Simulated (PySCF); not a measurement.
# Excitation energy of Be by level of theory

Be [He] 2s2 (1S) → Be [He] 2s1 2p1 (3P), as a difference of total energies. All numbers are calculated (PySCF 2.14, no relativity, point nucleus, in aug-cc-pVTZ). Correlated levels: valence: 1s2 frozen. The calculations carry no spin-orbit coupling.

| method | excitation energy (eV) |
| --- | --- |
| UHF | 1.619 |
| LDA | 2.406 |
| PBE | 2.308 |
| PBE0 | 2.288 |
| r2SCAN | 2.133 |
| B3LYP | 2.462 |
| BHandHLYP | 2.471 |
| MN15 | 2.933 |
| M06-2X | 2.736 |
| MP2 (valence) | 2.317 |
| SCS-MP2 (valence) | 2.520 |

Errors of the correlated levels include the incompleteness of this basis and the frozen core.

Task: Which method comes closest to the reference value, and which is furthest?

Result: The reference is 2.725 eV (measured; NIST levels, between the centres of gravity of the two terms). Closest: M06-2X (error 0.011 eV); furthest: UHF (error -1.106 eV).
